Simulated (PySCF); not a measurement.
Si(H)2(F)(OEt) (C₂H₇FOSi), SMILES CCO[SiH2]F.

Geometry optimised at B3LYP-D3(BJ)/def2-SVP. One conformer was computed; it need not be the lowest.

All values below come from PySCF with M06-2X/def2-TZVP.

Isolated molecule, no solvent.

Computed frontier levels, gap, dipole moment and polarisability:
```json
{
 "highest_occupied_level": "-10.11 eV",
 "lowest_empty_level": "1.43 eV",
 "orbital_gap": "11.53 eV",
 "dipole_moment": "0.368 e·Å",
 "quadrupole, principal values (traceless, Buckingham form, about the centre of nuclear charge)": "-5.75, 0.02, 5.73 D·Å",
 "mean_static_polarisability": "51.7 bohr³ (7.66 Å³)",
 "polarisability_principal_values": "46.4, 48.6, 60.0 bohr³"
}
```
